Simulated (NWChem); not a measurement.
Everything below was run with NWChem. System: H₂F₂Ge, charge 0, spin multiplicity 3, at the geometry of a parent with another charge or spin, in a state set for the comparison that need not be this species' ground state. Its SCF solution wasn't tested for a lower state. Level: UPBE/def2-SVP.

Input file:

```
start mol
memory heap 200 mb stack 800 mb global 1000 mb
geometry units angstroms nocenter noautoz
  Ge     0.000000     0.000000     0.337156
  F     -1.389669     0.000000    -0.723549
  F      1.389669     0.000000    -0.723549
  H      0.000000    -1.332063     1.117445
  H      0.000000     1.332063     1.117445
  symmetry group C2v
end
basis spherical
  * library def2-svp
end
dft
  xc xpbe96 cpbe96
  odft
  mult 3
  semidirect memsize 60000000 filesize 0
  iterations 100
end
task dft energy
```

Part of the output:

```
             Northwest Computational Chemistry Package (NWChem) 7.3.0
             --------------------------------------------------------

                                NWChem Input Module
                                -------------------

 Scaling coordinates for geometry "geometry" by  1.889725989
 (inverse scale =  0.529177249)

 Turning off AUTOSYM since
 SYMMETRY directive was detected!

                             Geometry "geometry" -> ""
                             -------------------------

 Output coordinates in angstroms (scale by  1.889725989 to convert to a.u.)

  No.       Tag          Charge          X              Y              Z
 ---- ---------------- ---------- -------------- -------------- --------------
    1 Ge                  32.0000     0.00000000     0.00000000     0.33715600
    2 F                    9.0000    -1.38966900     0.00000000    -0.72354900
    3 F                    9.0000     1.38966900     0.00000000    -0.72354900
    4 H                    1.0000     0.00000000    -1.33206300     1.11744500
    5 H                    1.0000     0.00000000     1.33206300     1.11744500

 Effective nuclear repulsion energy (a.u.)     219.0630597038

            Nuclear Dipole moment (a.u.)
            ----------------------------
        X                 Y               Z
 ---------------- ---------------- ----------------
     0.0000000000     0.0000000000    -0.0000000000

      Symmetry information
      --------------------

 Group name             C2v
 Group number             16
 Group order               4
 No. of unique centers     3

      Symmetry unique atoms

     1    2    4


 Summary of "ao basis" -> "" (spherical)
 ------------------------------------------------------------------------------
       Tag                 Description            Shells   Functions and Types
 ---------------- ------------------------------  ------  ---------------------
 *                          def2-svp                  on all atoms

  pbe96 is a nonlocal functional; adding pw91lda local functional.

                                 NWChem DFT Module
                                 -----------------

 Summary of "ao basis" -> "ao basis" (spherical)
 ------------------------------------------------------------------------------
       Tag                 Description            Shells   Functions and Types
 ---------------- ------------------------------  ------  ---------------------
 Ge                         def2-svp                12       32   5s4p3d
 F                          def2-svp                 6       14   3s2p1d
 H                          def2-svp                 3        5   2s1p

 Summary of "ao basis" -> "ao basis" (spherical)
 ------------------------------------------------------------------------------
       Tag                 Description            Shells   Functions and Types
 ---------------- ------------------------------  ------  ---------------------
 Ge                         def2-svp                12       32   5s4p3d
 F                          def2-svp                 6       14   3s2p1d
 H                          def2-svp                 3        5   2s1p

      Symmetry analysis of basis
      --------------------------

        a1         29
        a2          8
        b1         18
        b2         15

            General Information
            -------------------
          SCF calculation type: DFT
          Wavefunction type:  spin polarized.
          No. of atoms     :     5
          No. of electrons :    52
           Alpha electrons :    27
            Beta electrons :    25
          Charge           :     0
          Spin multiplicity:     3
          Use of symmetry is: on ; symmetry adaption is: on
          Maximum number of iterations: 100
          AO basis - number of functions:    70
                     number of shells:    30
          Convergence on energy requested:  1.00D-06
          Convergence on density requested:  1.00D-05
          Convergence on gradient requested:  5.00D-04

              XC Information
              --------------
          PerdewBurkeErnzerhof Exchange Functional  1.000
            Perdew 1991 LDA Correlation Functional  1.000 local
           PerdewBurkeErnz. Correlation Functional  1.000 non-local

             Grid Information
             ----------------
          Grid used for XC integration:  medium
          Radial quadrature: Mura-Knowles
          Angular quadrature: Lebedev.
          Tag              B.-S. Rad. Rad. Pts. Rad. Cut. Ang. Pts.
          ---              ---------- --------- --------- ---------
          Ge                  1.25      112           7.0       590
          F                   0.50       49           8.0       434
          H                   0.35       45           8.0       434
          Grid pruning is: on
          Number of quadrature shells:   206
          Spatial weights used:  Erf1

          Convergence Information
          -----------------------
          Convergence aids based upon iterative change in
          total energy or number of iterations.
          Levelshifting, if invoked, occurs when the
          HOMO/LUMO gap drops below (HL_TOL):  1.00D-02
          DIIS, if invoked, will attempt to extrapolate
          using up to (NFOCK): 10 stored Fock matrices.

                    Damping( 0%)  Levelshifting(0.5)       DIIS
                  --------------- ------------------- ---------------
          dE  on:    start            ASAP                start
          dE off:    2 iters        100 iters           100 iters
[...]
    41      0.198347  2 F  pz                55     -0.198347  3 F  pz
    15     -0.095549  1 Ge px                21     -0.052406  1 Ge d  1

 Vector   26  Occ=1.000000D+00  E=-3.450906D-01  Symmetry=b2
              MO Center= -8.8D-15,  4.3D-15,  7.2D-02, r^2= 3.1D+00
   Bfn.  Coefficient  Atom+Function         Bfn.  Coefficient  Atom+Function
  ----- ------------  ---------------      ----- ------------  ---------------
    37      0.366496  2 F  py                51      0.366496  3 F  py
    61     -0.274521  4 H  s                 66      0.274521  5 H  s
    40     -0.243176  2 F  py                54     -0.243176  3 F  py
    62     -0.243614  4 H  s                 67      0.243614  5 H  s
    13      0.164330  1 Ge py                16     -0.101719  1 Ge py

 Vector   27  Occ=1.000000D+00  E=-5.161208D-02  Symmetry=a1
              MO Center= -6.1D-17, -6.5D-16,  5.6D-01, r^2= 3.3D+00
   Bfn.  Coefficient  Atom+Function         Bfn.  Coefficient  Atom+Function
  ----- ------------  ---------------      ----- ------------  ---------------
     4      0.961778  1 Ge s                  5      0.920216  1 Ge s
    62     -0.767857  4 H  s                 67     -0.767857  5 H  s
     3     -0.453527  1 Ge s                 61     -0.271496  4 H  s
    66     -0.271496  5 H  s                 35     -0.217240  2 F  s
    49     -0.217240  3 F  s                 36      0.186582  2 F  px

 Vector   28  Occ=0.000000D+00  E=-3.705453D-02  Symmetry=b1
              MO Center= -1.7D-14, -2.2D-16,  5.9D-01, r^2= 3.1D+00
   Bfn.  Coefficient  Atom+Function         Bfn.  Coefficient  Atom+Function
  ----- ------------  ---------------      ----- ------------  ---------------
    15      0.865558  1 Ge px                12      0.378726  1 Ge px
    35      0.277852  2 F  s                 49     -0.277852  3 F  s
     9     -0.207443  1 Ge px                38     -0.192065  2 F  pz
    52      0.192065  3 F  pz                41      0.168104  2 F  pz
    55     -0.168104  3 F  pz                31     -0.150163  1 Ge d  1

 Vector   29  Occ=0.000000D+00  E=-1.945505D-02  Symmetry=a1
              MO Center=  6.3D-16, -1.3D-14,  3.8D-01, r^2= 3.3D+00
   Bfn.  Coefficient  Atom+Function         Bfn.  Coefficient  Atom+Function
  ----- ------------  ---------------      ----- ------------  ---------------
    17      1.033077  1 Ge pz                62     -0.592886  4 H  s
    67     -0.592886  5 H  s                  5      0.397713  1 Ge s
    14      0.386464  1 Ge pz                35      0.212959  2 F  s
    49      0.212959  3 F  s                 11     -0.201736  1 Ge pz
    36     -0.168967  2 F  px                50      0.168967  3 F  px

 Vector   30  Occ=0.000000D+00  E= 5.341419D-02  Symmetry=b2
              MO Center= -4.3D-15, -7.7D-15,  3.1D-01, r^2= 3.8D+00
   Bfn.  Coefficient  Atom+Function         Bfn.  Coefficient  Atom+Function
  ----- ------------  ---------------      ----- ------------  ---------------
    16      1.495265  1 Ge py                62      1.199150  4 H  s
    67     -1.199150  5 H  s                 13      0.509644  1 Ge py
    10     -0.226794  1 Ge py                37      0.185343  2 F  py
    51      0.185343  3 F  py                40     -0.180731  2 F  py
    54     -0.180731  3 F  py                61      0.138846  4 H  s

                     DFT Final Beta Molecular Orbital Analysis
                     -----------------------------------------

 Vector   23  Occ=1.000000D+00  E=-3.435106D-01  Symmetry=a2
              MO Center=  5.7D-14, -1.1D-15, -7.0D-01, r^2= 2.4D+00
   Bfn.  Coefficient  Atom+Function         Bfn.  Coefficient  Atom+Function
  ----- ------------  ---------------      ----- ------------  ---------------
    37      0.468943  2 F  py                51     -0.468943  3 F  py
    40     -0.327319  2 F  py                54      0.327319  3 F  py
    28      0.073073  1 Ge d -2              18     -0.060009  1 Ge d -2

 Vector   24  Occ=1.000000D+00  E=-3.397920D-01  Symmetry=a1
              MO Center=  3.0D-13,  1.5D-14, -3.9D-01, r^2= 2.8D+00
   Bfn.  Coefficient  Atom+Function         Bfn.  Coefficient  Atom+Function
  ----- ------------  ---------------      ----- ------------  ---------------
    38      0.428031  2 F  pz                52      0.428031  3 F  pz
    41     -0.292152  2 F  pz                55     -0.292152  3 F  pz
    61      0.137330  4 H  s                 66      0.137330  5 H  s
    14      0.136620  1 Ge pz                 4      0.125436  1 Ge s
    22      0.092142  1 Ge d  2               3     -0.086948  1 Ge s

 Vector   25  Occ=1.000000D+00  E=-3.386782D-01  Symmetry=b1
              MO Center= -3.2D-13,  9.0D-16, -6.9D-01, r^2= 2.4D+00
   Bfn.  Coefficient  Atom+Function         Bfn.  Coefficient  Atom+Function
  ----- ------------  ---------------      ----- ------------  ---------------
    36      0.385991  2 F  px                50      0.385991  3 F  px
    38     -0.278973  2 F  pz                52      0.278973  3 F  pz
    39     -0.266512  2 F  px                53     -0.266512  3 F  px
    41      0.193259  2 F  pz                55     -0.193259  3 F  pz
    15     -0.093636  1 Ge px                21     -0.054300  1 Ge d  1

 Vector   26  Occ=0.000000D+00  E=-2.925184D-01  Symmetry=b2
              MO Center= -1.2D-14, -5.4D-15,  3.9D-01, r^2= 3.0D+00
   Bfn.  Coefficient  Atom+Function         Bfn.  Coefficient  Atom+Function
  ----- ------------  ---------------      ----- ------------  ---------------
    37      0.295239  2 F  py                51      0.295239  3 F  py
    61     -0.284199  4 H  s                 66      0.284199  5 H  s
    13      0.270290  1 Ge py                62     -0.233737  4 H  s
    67      0.233737  5 H  s                 40     -0.205964  2 F  py
    54     -0.205964  3 F  py                10     -0.148503  1 Ge py

 Vector   27  Occ=0.000000D+00  E=-2.222606D-02  Symmetry=b1
              MO Center= -2.0D-15, -2.2D-16,  5.9D-01, r^2= 3.2D+00
   Bfn.  Coefficient  Atom+Function         Bfn.  Coefficient  Atom+Function
  ----- ------------  ---------------      ----- ------------  ---------------
    15      0.886246  1 Ge px                12      0.360494  1 Ge px
    35      0.282591  2 F  s                 49     -0.282591  3 F  s
     9     -0.201980  1 Ge px                38     -0.189867  2 F  pz
    52      0.189867  3 F  pz                41      0.167279  2 F  pz
    55     -0.167279  3 F  pz                31     -0.148983  1 Ge d  1

 Vector   28  Occ=0.000000D+00  E=-1.156730D-02  Symmetry=a1
              MO Center= -1.2D-14,  2.2D-15, -1.5D-02, r^2= 3.0D+00
   Bfn.  Coefficient  Atom+Function         Bfn.  Coefficient  Atom+Function
  ----- ------------  ---------------      ----- ------------  ---------------
    17      0.717945  1 Ge pz                 4     -0.608195  1 Ge s
     5     -0.351678  1 Ge s                 35      0.311622  2 F  s
    49      0.311622  3 F  s                  3      0.306414  1 Ge s
    14      0.253797  1 Ge pz                36     -0.244841  2 F  px
    50      0.244841  3 F  px                39      0.226058  2 F  px

   alpha - beta orbital overlaps
   -----------------------------

   alpha      1      2      3      4      5      6      7      8      9     10
    beta      1      2      3      4      5      6      7      8      9     10
 overlap   1.000  1.000  1.000  1.000  1.000  1.000  1.000  1.000  1.000  1.000

   alpha     11     12     13     14     15     16     17     18     19     20
    beta     11     12     13     14     15     16     17     18     19     22
 overlap   1.000  1.000  1.000  1.000  1.000  1.000  1.000  0.999  0.994  0.972

   alpha     21     22     23     24     25     26     27     28     29     30
    beta     20     21     23     24     25     26     29     27     28     30
 overlap   1.000  0.973  1.000  0.975  1.000  0.971  0.723  1.000  0.727  0.996

   alpha     31     32     33     34     35     36     37     38     39     40
    beta     31     32     33     34     35     36     38     37     39     40
 overlap   0.998  0.994  0.995  1.000  1.000  0.994  0.987  0.995  1.000  0.996

   alpha     41     42     43     44     45     46     47     48     49     50
    beta     41     43     42     44     46     45     47     48     49     50
 overlap   0.997  0.999  0.999  1.000  0.993  0.998  0.999  0.990  0.993  0.991

   alpha     51     52     53     54     55     56     57     58     59     60
    beta     51     52     53     54     55     56     57     58     59     60
 overlap   0.999  0.993  0.980  0.986  0.999  1.000  1.000  1.000  0.999  0.999

   alpha     61     62     63     64     65     66     67     68     69     70
    beta     61     62     63     64     65     66     67     68     69     70
 overlap   0.994  1.000  1.000  0.994  1.000  1.000  1.000  1.000  1.000  1.000

     --------------------------
     Expectation value of S2:
     --------------------------
      <S2> =      2.0042 (Exact =     2.0000)

 center of mass
 --------------
 x =   0.00000000 y =   0.00000000 z =  -0.00525707

 moments of inertia (a.u.)
 ------------------
         122.801026923431           0.000000000000           0.000000000000
           0.000000000000         372.068831711911           0.000000000000
           0.000000000000           0.000000000000         274.812005659999

     Multipole analysis of the density
     ---------------------------------

     L   x y z        total         alpha         beta         nuclear
     -   - - -        -----         -----         ----         -------
     0   0 0 0     -0.000000    -27.000000    -25.000000     52.000000

     1   1 0 0      0.000000      0.000000      0.000000      0.000000
     1   0 1 0      0.000000      0.000000     -0.000000      0.000000
     1   0 0 1      0.710021     -0.633256      1.343277     -0.000000

     2   2 0 0    -23.030017    -76.195922    -70.968714    124.134619
     2   1 1 0      0.000000      0.000000      0.000000      0.000000
     2   1 0 1     -0.000000      0.000000     -0.000000      0.000000
     2   0 2 0    -21.186002    -22.468050    -11.390886     12.672935
     2   0 1 1      0.000000      0.000000      0.000000      0.000000
     2   0 0 2    -21.387164    -42.787919    -34.159137     55.559893

 Task  times  cpu:       20.4s     wall:       20.4s

 Total times  cpu:       20.4s     wall:       20.4s
```
